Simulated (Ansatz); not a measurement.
Reaction (redistribution): `[NH2][In]([NH2])[Br]` + `S[Si]Cl` → `[NH2][In]([SH])[Br]` + `N[Si]Cl`

Calculated with Ansatz (gas phase, PBE0-D4/def2-TZVP geometries, no zero-point term in ΔE). CCSD(T)/CBS adds triple-zeta CCSD(T) − MP2 to the extrapolated MP2 energy (def2 sets, frozen cores). This one scheme is used for every species. Elements past krypton have def2 core potentials. For Br, In outer-core shells are correlated without core-valence functions, which leaves a few kJ/mol of doubt a bond. Scalar relativity is left out up to krypton. One conformer a species, not always the lowest.

```
               species  CCSD(T)/CBS(def2) energy (Eh)
`[NH2][In]([NH2])[Br]`                    -2875.02519
             `S[Si]Cl`                    -1147.27659
 `[NH2][In]([SH])[Br]`                    -3217.52044
             `N[Si]Cl`                     -804.81589
```

Q: Work out ΔE.

A: ΔE = (-3217.52044) + (-804.81589) − (-2875.02519) − (-1147.27659) = -0.03455 Eh = -90.7 kJ/mol.

Q: What do rigid-rotor, harmonic-oscillator terms from PBE0-D4/def2-TZVP frequencies (298.15 K, 1 bar) make of the CCSD(T)/CBS value? (Estimate.)

A: The calculation gave: ΔZPE = +1.4 kJ/mol, ΔH = -89.4 kJ/mol, ΔS = -2 J/(mol·K), ΔG = -88.7 kJ/mol.

Largest T1 diagnostic among the species: 0.014.

In def2-TZVPP, CCSD(T) changes the Hartree–Fock value by +18.1 kJ/mol (the triples alone add +3.4 kJ/mol) and MP2 by +17.8 kJ/mol. Leaving LDA and LC-ωPBE aside and taking each functional with its dispersion term where it has one, the values, not all of them listed here, spread over 19.0 kJ/mol, from BHLYP-D4 to revPBE-D4. LDA lies −5.1 kJ/mol from PBE without D4.
